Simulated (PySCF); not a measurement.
3,3,3-trifluoroprop-1-yne (C3HF3), SMILES C(F)(F)(F)C#C. Geometry: B3LYP-D3(BJ)/def2-SVP.

Calculation: B3LYP-D3(BJ)/def2-SVP in PySCF.

Harmonic wavenumbers (cm⁻¹): 184, 184, 458, 458, 541, 620, 620, 745, 745, 820, 1207, 1207, 1267, 2256, 3465. Rotational constants (GHz): 5.671, 2.859, 2.859; symmetry number 3.

Q: Work out the zero-point energy and the ideal-gas rigid-rotor harmonic-oscillator thermochemistry at 298.15 K and 1 atm.

A: ZPE = ½ Σ hcν = ½ × 14777 cm⁻¹ = 88.39 kJ/mol. H − E(el) = 104.84 kJ/mol. Entropy in J/(mol K): translation 165.41, rotation 101.08, vibration 34.86, total 301.35. G − E(el) = 15.00 kJ/mol. Cp = 84.42 J/(mol K).
